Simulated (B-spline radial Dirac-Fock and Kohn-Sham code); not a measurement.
**Elastic and transport cross sections of argon for positrons**

Model: relativistic (Dirac) partial waves in the static field of the Dirac-Fock atom, without polarisation or absorption potentials. Program: a radial B-spline solver. Below a few hundred eV the neglected polarisation potential matters, most of all at small angles. σ_tr1 and σ_tr2 weight the cross section with 1 − P₁ and 1 − P₂ of cos θ; "backward" is the share scattered beyond 90°.

| energy (eV) | σ (a₀²) | σ_tr1 (a₀²) | σ_tr2 (a₀²) | σ/σ_tr1 | backward (%) |
| --- | --- | --- | --- | --- | --- |
| 272 | 7.75 | 1.32 | 2.49 | 5.88 | 3.9 |
| 296 | 7.51 | 1.21 | 2.32 | 6.18 | 3.6 |
| 441 | 6.38 | 0.807 | 1.60 | 7.91 | 2.5 |
| 541 | 5.83 | 0.647 | 1.31 | 9.01 | 2.1 |
| 1450 | 3.45 | 0.205 | 0.437 | 16.8 | 1.0 |
| 2190 | 2.67 | 0.122 | 0.265 | 21.9 | 0.72 |
| 3940 | 1.79 | 0.0552 | 0.124 | 32.4 | 0.43 |
| 10700 | 0.831 | 0.0122 | 0.0292 | 67.9 | 0.16 |
| 16800 | 0.573 | 0.00589 | 0.0144 | 97.2 | 0.10 |
| 18700 | ? | ? | ? | ? | ? |
| 37400 | 0.292 | 0.00153 | 0.00385 | 191 | 0.042 |
| 56100 | 0.209 | 0.000762 | 0.00195 | 274 | 0.026 |
| 68400 | 0.178 | 0.000542 | 0.00140 | 329 | 0.021 |
| 73100 | 0.169 | 0.000483 | 0.00125 | 349 | 0.019 |
| 103000 | 0.130 | 0.000269 | 0.000705 | 484 | 0.012 |

Question: Fill in the row for 18.7 keV.

Answer: σ = 0.523 a₀², σ_tr1 = 0.00493 a₀², σ_tr2 = 0.0121 a₀², σ/σ_tr1 = 106, backward 0.089 %. The ratio σ/σ_tr1 is roughly the number of elastic collisions that randomise the direction.

Values without a named source are computed, but for edge energies of neutral atoms, which are taken from tables.
